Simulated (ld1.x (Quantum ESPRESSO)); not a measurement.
**copper, TM: configuration errors across variants**

```
Element                 : copper (Cu)
Generator               : ld1.x (Quantum ESPRESSO) 7.5
Type                    : norm-conserving Troullier–Martins (Kleinman–Bylander form)
Functional              : PBE
Relativity              : scalar-relativistic
Frozen core             : [Ne] 3s2
Valence charge          : 17
Reference configuration : 3p6 3d10 4s0 4p0 (charge +1)
Partial waves           : 4s (bound, empty): rc 1.80 bohr; 3p (bound): rc 0.80 bohr; 3d (bound): rc 1.50 bohr
Local potential         : all-electron potential smoothed inside 1.80 bohr (lloc = -2)
Core correction         : a·sin(br)/r model core, default radius (core density twice the valence density)
```

All-electron excitation energies from the reference (eV): (1) 3p6 3d10 4s1 4p0 -8.148; (2) 3p6 3d9 4s0 4p0 21.332; (3) 3p6 3d8 4s0 4p0 60.352; (4) 3p6 3d9 4s1 4p0 3.430; (5) 3p6 3d10 4s0 4p1 -4.011; (6) 3p6 3d9 4s2 4p0 -6.178; (7) 3p6 3d10 4s0.5 4p0 -4.986.

The default core radius of the base comes out at 0.33 bohr.

3 further variants failed, have other tests or another functional or relativity, and are left out.

A true bound ghost makes a file unfit for plane-wave use even where its test errors are small: the radial tests pick states by their node count and pass the ghost by.

Errors AE − PS in meV (a dash: test not solved or not reliable):

| change | (1) | (2) | (3) | (4) | (5) | (6) | (7) | bound ghosts |
| --- | --- | --- | --- | --- | --- | --- | --- | --- |
| base | -6.8 | -79 | -369 | -98 | -192 | -137 | -1.9 | none |
| all radii but the core radius scaled by about 1.23 (s 2.22, p 0.98, d 1.86 bohr); local potential all-electron potential smoothed inside 2.22 bohr (lloc = -2) | +0.4 | -104 | -320 | -52 | -351 | -40 | +0.1 | none |
| wave 3p (bound): rc 0.80 bohr becomes 3p (bound): rc 1.22 bohr | -6.8 | -79 | -369 | -98 | -192 | -137 | -1.9 | none |
| core correction a·sin(br)/r model core inside 0.78 bohr | -6.8 | -79 | -369 | -98 | -192 | -137 | -1.9 | none |
| local potential the s channel | -8.6 | -190 | -912 | -205 | -420 | -244 | -2.3 | none |
| wave 4s (bound): rc 1.80 bohr becomes 4s (bound): rc 2.60 bohr | -3.8 | -79 | -369 | -35 | -192 | -47 | -1.4 | none |
| type ultrasoft; waves now 4s (bound): rcut 1.55, rcutus 1.80 bohr; 4s channel at -0.45 Ry: rcut 1.55, rcutus 1.80 bohr; 3p (bound): rc 0.80 bohr; 4p (bound): rc 0.80 bohr; 3d (bound): rcut 1.30, rcutus 1.50 bohr; 3d channel at 0.2 Ry: rcut 1.30, rcutus 1.50 bohr; local potential all-electron potential smoothed inside 0.65 bohr (lloc = -1); augmentation PSQ, radius 0.65 bohr | – | – | – | – | – | – | – | s |

Task: Give the same row for: wave 3d (bound): rc 1.50 bohr becomes 3d (bound): rc 1.62 bohr.

Result: -4.7, -72, -302, -80, -192, -108, -1.3; bound ghosts: none.
